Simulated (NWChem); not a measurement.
The numbers come from NWChem runs, not from measurements. System: C$_{2}$Cl$_{3}$F, charge 0, spin multiplicity 1, at a geometry optimised with B3LYP/def2-SVP. The structure started from a generated list of species. Level: MP2/def2-SVP, 18 core orbitals frozen.

Output (cleaned and shortened):

```
             Northwest Computational Chemistry Package (NWChem) 7.3.0
             --------------------------------------------------------

                                NWChem Input Module
                                -------------------

 Scaling coordinates for geometry "geometry" by  1.889725989
 (inverse scale =  0.529177249)

 Turning off AUTOSYM since
 SYMMETRY directive was detected!

                             Geometry "geometry" -> ""
                             -------------------------

 Output coordinates in angstroms (scale by  1.889725989 to convert to a.u.)

  No.       Tag          Charge          X              Y              Z
 ---- ---------------- ---------- -------------- -------------- --------------
    1 F                    9.0000     1.62158200    -1.21336800     0.00000000
    2 C                    6.0000     0.86537900    -0.12775300     0.00000000
    3 Cl                  17.0000     1.75761100     1.33965000     0.00000000
    4 C                    6.0000    -0.47804300    -0.21095400     0.00000000
    5 Cl                  17.0000    -1.49904600     1.17998100     0.00000000
    6 Cl                  17.0000    -1.25375600    -1.75771600     0.00000000

 Effective nuclear repulsion energy (a.u.)     416.0487258559

            Nuclear Dipole moment (a.u.)
            ----------------------------
        X                 Y               Z
 ---------------- ---------------- ----------------
     0.0000132281     0.0000018897     0.0000000000

      Symmetry information
      --------------------

 Group name             Cs
 Group number              2
 Group order               2
 No. of unique centers     6

      Symmetry unique atoms

     1    2    3    4    5    6


 Summary of "ao basis" -> "" (spherical)
 ------------------------------------------------------------------------------
       Tag                 Description            Shells   Functions and Types
 ---------------- ------------------------------  ------  ---------------------
 *                          def2-svp                  on all atoms

 Summary of "ao basis" -> "ao basis" (spherical)
 ------------------------------------------------------------------------------
       Tag                 Description            Shells   Functions and Types
 ---------------- ------------------------------  ------  ---------------------
 F                          def2-svp                 6       14   3s2p1d
 C                          def2-svp                 6       14   3s2p1d
 Cl                         def2-svp                 8       18   4s3p1d

                                 NWChem SCF Module
                                 -----------------

  ao basis        = "ao basis"
  functions       =    96
  atoms           =     6
  closed shells   =    36
  open shells     =     0
  charge          =   0.00
  wavefunction    = RHF
  use symmetry    = T
  symmetry adapt  = T

 Summary of "ao basis" -> "ao basis" (spherical)
 ------------------------------------------------------------------------------
       Tag                 Description            Shells   Functions and Types
 ---------------- ------------------------------  ------  ---------------------
 F                          def2-svp                 6       14   3s2p1d
 C                          def2-svp                 6       14   3s2p1d
 Cl                         def2-svp                 8       18   4s3p1d

      Symmetry analysis of basis
      --------------------------

        a'         69
        a"         27

 Forming initial guess at       0.1s

      Superposition of Atomic Density Guess
      -------------------------------------

 Sum of atomic energies:       -1552.51269002

      Non-variational initial energy
      ------------------------------

 Total energy =   -1554.450474
 1-e energy   =   -2975.052196
 2-e energy   =    1004.552996
 HOMO         =      -0.198434
 LUMO         =       0.081469

      Symmetry analysis of molecular orbitals - initial
      -------------------------------------------------

  Numbering of irreducible representations:

     1 a'          2 a"

  Orbital symmetries:

     1 a'          2 a'          3 a'          4 a'          5 a'
[...]
    68      0.218722  5 Cl px                39      0.204386  3 Cl px
    87      0.204176  6 Cl py                36      0.155819  3 Cl px

 Vector   36  Occ=2.000000D+00  E=-3.707388D-01  Symmetry=a"
              MO Center= -1.4D-02, -4.4D-02,  1.5D-15, r^2= 3.5D+00
   Bfn.  Coefficient  Atom+Function         Bfn.  Coefficient  Atom+Function
  ----- ------------  ---------------      ----- ------------  ---------------
    20      0.348405  2 C  pz                52      0.344305  4 C  pz
    91     -0.327584  6 Cl pz                73     -0.313823  5 Cl pz
    41     -0.306470  3 Cl pz                55      0.255788  4 C  pz
    23      0.221544  2 C  pz                88     -0.198907  6 Cl pz
    38     -0.189085  3 Cl pz                70     -0.188850  5 Cl pz

 Vector   37  Occ=0.000000D+00  E= 1.226244D-01  Symmetry=a"
              MO Center=  2.1D-01, -9.7D-02, -1.8D-14, r^2= 2.7D+00
   Bfn.  Coefficient  Atom+Function         Bfn.  Coefficient  Atom+Function
  ----- ------------  ---------------      ----- ------------  ---------------
    23      0.722856  2 C  pz                55     -0.716125  4 C  pz
    20      0.459243  2 C  pz                52     -0.406530  4 C  pz
    41     -0.258071  3 Cl pz                73      0.241790  5 Cl pz
    91      0.236060  6 Cl pz                 9     -0.198574  1 F  pz
     6      0.156418  1 F  pz

 Vector   38  Occ=0.000000D+00  E= 1.764491D-01  Symmetry=a'
              MO Center=  1.4D-01, -1.9D-01, -2.0D-14, r^2= 4.2D+00
   Bfn.  Coefficient  Atom+Function         Bfn.  Coefficient  Atom+Function
  ----- ------------  ---------------      ----- ------------  ---------------
    49     -0.734511  4 C  s                 17      0.687138  2 C  s
    54      0.635969  4 C  py                90      0.603305  6 Cl py
    82      0.558848  6 Cl s                 40      0.471214  3 Cl py
    39      0.431362  3 Cl px                89      0.428342  6 Cl px
    32     -0.413478  3 Cl s                 22      0.410182  2 C  py

 Vector   39  Occ=0.000000D+00  E= 1.903182D-01  Symmetry=a'
              MO Center= -1.1D+00,  1.5D-01,  3.3D-14, r^2= 2.9D+00
   Bfn.  Coefficient  Atom+Function         Bfn.  Coefficient  Atom+Function
  ----- ------------  ---------------      ----- ------------  ---------------
    49      1.111519  4 C  s                 72      0.805568  5 Cl py
    64     -0.713327  5 Cl s                 53     -0.681585  4 C  px
    90     -0.592804  6 Cl py                71     -0.466505  5 Cl px
    82     -0.449544  6 Cl s                 48      0.437113  4 C  s
    50     -0.336625  4 C  px                32     -0.208264  3 Cl s

 center of mass
 --------------
 x =   0.00836627 y =  -0.00604645 z =   0.00000000

 moments of inertia (a.u.)
 ------------------
         886.280519859634        -214.441921940193           0.000000000000
        -214.441921940193        1082.946640478247           0.000000000000
           0.000000000000           0.000000000000        1969.227160337880

  Mulliken analysis of the total density
  --------------------------------------

    Atom       Charge   Shell Charges
 -----------   ------   -------------------------------------------------------
    1 F    9     9.27   1.99  1.13  0.80  3.33  2.00  0.01
    2 C    6     5.54   1.99  0.90  0.11  1.90  0.54  0.11
    3 Cl  17    17.08   2.00  1.99  1.22  0.75  5.94  2.10  3.04  0.04
    4 C    6     5.99   1.99  0.92  0.17  1.96  0.89  0.07
    5 Cl  17    17.06   2.00  1.99  1.22  0.75  5.94  2.09  3.03  0.04
    6 Cl  17    17.06   2.00  1.99  1.22  0.75  5.94  2.09  3.02  0.04

       Multipole analysis of the density wrt the origin
       ------------------------------------------------

     L   x y z        total         open         nuclear
     -   - - -        -----         ----         -------
     0   0 0 0     -0.000000      0.000000     72.000000

     1   1 0 0     -0.008560      0.000000      0.000013
     1   0 1 0      0.249933      0.000000      0.000002
     1   0 0 1      0.000000      0.000000      0.000000

     2   2 0 0    -40.164995      0.000000    524.840250
     2   1 1 0      1.062190      0.000000    105.899203
     2   1 0 1      0.000000      0.000000      0.000000
     2   0 2 0    -39.473165      0.000000    429.660458
     2   0 1 1      0.000000      0.000000      0.000000
     2   0 0 2    -39.700720      0.000000      0.000000

                   NWChem MP2 Semi-direct Energy/Gradient Module
                   ---------------------------------------------

  Basis functions       =     96
  Molecular orbitals    =     96
  Frozen core           =     18
  Frozen virtuals       =      0
  Active alpha occupied =     18
  Active beta occupied  =     18
  Active alpha virtual  =     60
  Active beta virtual   =     60
  Use MO symmetry       = T
  Use skeleton AO sym   = T

  AO/Fock/Back tols     =   1.0D-09  1.0D-09  1.0D-09

 GA uses MA = F    GA memory limited = T

 Available:
  local mem=  1.15D+08
 global mem=  1.31D+08
 local disk=  0.00D+00
  mp2_memr nvloc                    60
  nvloc new                    60
   1 passes of  18:        3145728                      46340                  15809109.
   1 passes of  18: M    114684153           G      131053568           F     111538425.

 Semi-direct pass number   1 of   1  for RHF alpha+beta  at        2.0s
  vrange nnbf                  4301
  mp2_eaftype                    60  avail_ma_in_mb                   999
 EAF : mp2_eaftype filesize          60    7904555.
  mp2_eaf for mointskh                     60
Node 0 wrote     37.2 Mb in      0.0 s     Agg I/O rate:  1899.8 Mb/s
 Done moints_semi at        4.7s
  mp2_eaftype                    60  avail_ma_in_mb                   939
 EAF : mp2_eaftype filesize          60    7904555.
  mp2_eaf for kh                    60
 Done maket at        4.9s
 Done multipass loop at        4.9s

          -------------------------------------------
          SCF energy               -1553.028215124531
          Correlation energy          -0.847357338509
          Singlet pairs               -0.499026349994
          Triplet pairs               -0.348330988514
          Total MP2 energy         -1553.875572463040
          -------------------------------------------

          ---------------------------------------------------
                    Spin Component Scaled (SCS) MP2
          Same spin pairs                     -0.232220659010
          Same spin scaling factor             0.333333333333
          Opposite spin pairs                 -0.615136679499
          Opposite spin scaling fact.          1.200000000000
          SCS-MP2 correlation energy          -0.815570901735
          Total SCS-MP2 energy             -1553.843786026267
          ---------------------------------------------------

 -----------------------
 Performance information
 -----------------------

 Timer overhead =  2.14D-07 seconds/call

               Nr. of calls         CPU time (s)                 Wall time (s)                GFlops
             ---------------    -------------------     ------------------------------   -------------------
Name         Min   Avg   Max    Min     Avg     Max     Min     Avg     Max   Mx/calls   Min     Max     Sum
mp2: moin     1     1     1    2.7     2.7     2.7      2.7     2.7     2.7     2.7      0.0     0.0     0.0
mp2: make     1     1     1   0.20    0.20    0.20     0.20    0.20    0.20    0.20      0.0     0.0     0.0
mp2: tota     1     1     1    2.9     2.9     2.9      2.9     2.9     2.9     2.9      0.0     0.0     0.0

 The average no. of pstat calls per process was 3.00D+00
 with a timing overhead of 6.43D-07s

 Task  times  cpu:        4.9s     wall:        4.9s

 Total times  cpu:        4.9s     wall:        4.9s
```

### Question
Write an NWChem input that would produce this output.

### Answer
This is not unique; one that fits is 
```
start mol
memory heap 200 mb stack 800 mb global 1000 mb
geometry units angstroms nocenter noautoz
  F      1.621582    -1.213368     0.000000
  C      0.865379    -0.127753     0.000000
  Cl     1.757611     1.339650     0.000000
  C     -0.478043    -0.210954     0.000000
  Cl    -1.499046     1.179981     0.000000
  Cl    -1.253756    -1.757716     0.000000
  symmetry group Cs
end
basis spherical
  * library def2-svp
end
scf
  rhf
  nopen 0
  maxiter 100
  thresh 1e-7
  semidirect memsize 60000000 filesize 0
end
mp2
  freeze core 18
end
task mp2 energy
```
